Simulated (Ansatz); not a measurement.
`OCN[SiH2]Br`, relaxed with RKS PBE0-D4/def2-TZVP in the Gaussian-basis code of Ansatz from a PBE-D4/def2-SVP geometry. The force threshold is 0.005 eV/Å; the program also tests the step.

The species carries charge 0 and has multiplicity 1.

Start:

```xyz
11

O    -1.670    0.521   -1.217
C    -0.347    0.031   -1.211
N     0.043   -0.616    0.028
Si    0.667    0.202    1.425
Br    2.873    0.698    1.270
H    -2.257   -0.237   -1.032
H    -0.158   -0.684   -2.049
H     0.290    0.923   -1.398
H     0.090   -1.637   -0.001
H    -0.037    1.514    1.584
H     0.506   -0.713    2.602
```

| step | energy (eV) | largest force (eV/Å) | largest move (Å) |
| --- | --- | --- | --- |
| 1 | -82583.2841 | 0.752 | 0.000 |
| 2 | -82583.3367 | 0.248 | 0.045 |
| 3 | -82583.3428 | 0.060 | 0.019 |
| 4 | -82583.3434 | 0.018 | 0.007 |
| 5 | -82583.3435 | 0.012 | 0.003 |
| 6 | -82583.3437 | 0.012 | 0.017 |
| 7 (rejected) | -82583.3436 | 0.019 | 0.010 |
| 8 | -82583.3437 | 0.006 | 0.005 |
| 9 | -82583.3437 | 0.005 | 0.006 |
| 10 | -82583.3437 | 0.015 | 0.015 |
| 11 (rejected) | -82583.3437 | 0.010 | 0.007 |
| 12 | -82583.3437 | 0.007 | 0.003 |
| 13 | -82583.3437 | 0.003 | 0.002 |

End:

```xyz
11

O    -1.644    0.512   -1.242
C    -0.325    0.028   -1.196
N     0.011   -0.612    0.049
Si    0.647    0.194    1.411
Br    2.817    0.706    1.204
H    -2.236   -0.216   -1.031
H    -0.135   -0.677   -2.015
H     0.303    0.907   -1.361
H     0.069   -1.616    0.007
H    -0.042    1.486    1.598
H     0.537   -0.711    2.576
```

Run time 27 s (2 threads of an AMD EPYC 7R13 on a shared host and a share of an NVIDIA H100 80 GB); peak host memory 0.93 GiB.
